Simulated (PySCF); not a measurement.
These compounds are isomers of formula C5H8F3NSi.

A. SMILES CC#C[Si@@](C)(N)C(F)(F)F
B. `C=N[SiH2][C@@H]1C[C@H]1C(F)(F)F`
C. `C=N[SiH2][C@@H]1C[C@@H]1C(F)(F)F`

Spectrum 1. ¹H NMR (300 MHz, computed): δ 8.73 (m, 1H), 8.73 (m, 1H), 5.43 (m, 1H), 4.82 (m, 1H), 1.61 (m, 1H), 1.07 (m, 1H), 0.81 (m, 1H), 0.80 (m, 1H). ¹³C{¹H} NMR (computed): δ 174.7 (CH2), 137.1 (C), 19.8 (CH), 9.7 (CH2), 3.5 (CH).

Spectrum 2. ¹H NMR (300 MHz, computed): δ 8.83 (m, 1H), 8.75 (m, 1H), 5.34 (m, 1H), 4.61 (m, 1H), 1.71 (m, 1H), 1.15 (m, 1H), 0.73 (m, 1H), 0.34 (m, 1H). ¹³C{¹H} NMR (computed): δ 172.8 (CH2), 136.6 (C), 20.5 (CH), 8.7 (CH2), 4.3 (CH).

Spectrum 3. ¹H NMR (300 MHz, computed): δ 2.08 (s, 3H), 0.82 (br s, 2H), 0.39 (s, 3H). ¹³C{¹H} NMR (computed): δ 138.4 (C), 112.7 (C), 85.1 (C), 5.6 (CH3), -2.1 (CH3).

[PySCF: coordinates at the GFN2-xTB level; NMR shieldings at PBE0/pcSseg-1/GIAO; no relativistic terms; no solvent; one conformer; equivalent nuclei averaged]

δ = σ(ref) − σ, references computed at the same level: ¹H (σ = 31.72 ppm), ¹³C (σ = 186.93 ppm) against TMS. Splittings of carbon signals by F and P are missing where no couplings were computed. Where no couplings were computed, multiplicities follow the n + 1 count of equivalent neighbours, and m marks all less simple cases (inequivalent or close neighbours, rings, F or P nearby). Shifts are as computed. Against solution values, carbons near 30 ppm lie about +3 ppm off and those near 130 ppm about +5 ppm. Of 1211 compounds with measured shifts, 218 miss one by over three times the rms of a fit or turn the order of signals round; such compounds aren't used in these exercises. OH and NH positions are gas-phase values without hydrogen bonding to other molecules.

Question: Match each spectrum to its structure.

Answer: 1–C, 2–B, 3–A.

- Spectrum 1 (C): 5 ¹³C signals; δC 137.1 is a CF3 carbon; δC 19.8 is a three-membered-ring carbon.
- Spectrum 2 (B): 5 ¹³C signals; δC 136.6 is a CF3 carbon; δC 20.5 is a three-membered-ring carbon.
- Spectrum 3 (A): 5 ¹³C signals; δC 138.4 is a CF3 carbon; δC 85.1 is an alkyne carbon.
